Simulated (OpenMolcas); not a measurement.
# Fe⁴⁺: effect of the active space

* Program: OpenMolcas 26.06
* Method: MS-CASPT2 or its RAS form, IPEA 0.25 Eh, imaginary shift 0.1 Eh
* Basis: ANO-RCC-VQZP
* Scalar Hamiltonian: DKH2, point nucleus
* Spin-orbit coupling: state interaction with AMFI integrals over the reference wave functions, term energies averaged over their components

A. 4 electrons in 5 orbitals (3d); 2S+1 = 5 even, 5 roots; 2S+1 = 3 even, 45 roots; 2S+1 = 1 even, 50 roots; closed shells correlated: 3s 3p; CASPT2 step of the order of 40 core-seconds
B. 10 electrons in 8 orbitals (RAS1 3p, at most 2 holes; RAS2 3d); 2S+1 = 5 even, 5 roots; 2S+1 = 3 even, 45 roots; 2S+1 = 1 even, 44 roots; closed shells correlated: 3s; CASPT2 step roughly 70 core-seconds
C. 4 electrons in 10 orbitals (3d 4d); 2S+1 = 5 even, 5 roots; 2S+1 = 3 even, 45 roots; 2S+1 = 1 even, 44 roots; closed shells correlated: 3s 3p; CASPT2 step about 10 core-minutes

Energies in cm⁻¹ above 3d⁴ ⁵D₀, the measured ground level; measured values from Corliss and Sugar, J. Phys. Chem. Ref. Data 11, 135 (1982).

```tsv
Level	A	B	C	Measured
3d⁴ ⁵D₀	0.0	0.0	0.0	0.0
3d⁴ ⁵D₁	147	151	149	142
3d⁴ ⁵D₂	432	442	436	417
3d⁴ ⁵D₃	838	859	849	803
3d⁴ ⁵D₄	1351	1384	1370	1283
3d⁴ ³P₀(1)	24290	24670	24560	24055
3d⁴ ³H₄	25140	25180	25280	24932
3d⁴ ³P₁(1)	25180	25570	25450	24973
3d⁴ ³H₅	25460	25510	25620	25226
3d⁴ ³H₆	25820	25860	25990	25528
3d⁴ ³P₂(1)	26680	27100	26960	26468
3d⁴ ³F₂(1)	27060	27390	27290	26761
3d⁴ ³F₃(1)	27160	27480	27390	26842
3d⁴ ³F₄(1)	27320	27650	27570	26974
3d⁴ ³G₃	30300	30540	30430	29817
3d⁴ ³G₄	30670	30920	30810	30147
3d⁴ ³G₅	30980	31230	31140	30430
3d⁴ ³D₃	37410	37970	37570	36630
3d⁴ ³D₂	37540	38100	37690	36758
3d⁴ ¹G₄(1)	37540	37810	37870	36586
3d⁴ ³D₁	37670	38230	37800	36925
3d⁴ ¹I₆	38080	37900	38360	37512
3d⁴ ¹F₃	53850	54100	54180	52733
3d⁴ ³P₂(2)	63390	63610	63540	61854
```

Deviations, from unrounded energies. A percentage is the sum of absolute deviations over the sum of measured energies, with the sign that they share, or ± where signs differ.

| Against measurement | Levels | A | B | C |
| --- | --- | --- | --- | --- |
| mean absolute deviation (cm-1) | 23 | 460 | 690 | 630 |
| fine structure of the ground term (%) | 4 | +4.7 | +7.2 | +6.0 |
| other terms of the ground configuration (%) | 19 | +1.7 | +2.5 | +2.3 |

A lies closest to measurement on these levels and B furthest from it. The largest miss of A in the table is 3d⁴ ³P₂(2), by +1500 cm-1. The ranking rests on the paired levels alone, and a cruder setting can come out closer through cancelling errors.

The spin-orbit steps hold different terms of 3d⁴ (B lacks a ¹D, a ¹S; C lacks a ¹D, a ¹S), which shifts levels as well.

The two smallest mean deviations differ by little beside CASPT2's spread within terms, so their order carries little weight.

Among A to C the level of the table that moves most is 3d⁴ ³D₁, by 560 cm-1 (lowest in A, highest in B). Moves below CASPT2's spread within the term are not significant.

CASPT2 does not keep the components of a term degenerate, so their means are used; among the terms shown or strongly mixed into the levels shown the widest spread is 1400 cm-1 (3d⁴ ¹I, B). The CASPT2 spread within a term exceeds the gap to the next term for 3d⁴ ¹G(1) and 3d⁴ ³D, 3d⁴ ³D and 3d⁴ ¹I, so the order of their levels is uncertain (figures for A; the like holds for B, C). Active for correlation alone: 3p; no level in the range computed is led by a configuration that opens it, so any true level of that kind is missing (holds for B). Active for correlation alone: 4d; no level in the range computed is led by a configuration that fills it, so any true level of that kind is missing (holds for C). Measured partners are found by configuration, term and J. A level has none where our copy of the source lacks it or the pairing is in doubt (some pairs that miss far off the trend of their configuration count as doubtful), and it then counts in no deviation. Only configurations of the active space appear. The table leaves out levels that lie high or whose names do not pair safely across all columns.

A number in round brackets counts repeated terms of one configuration in the order of the reference energies.
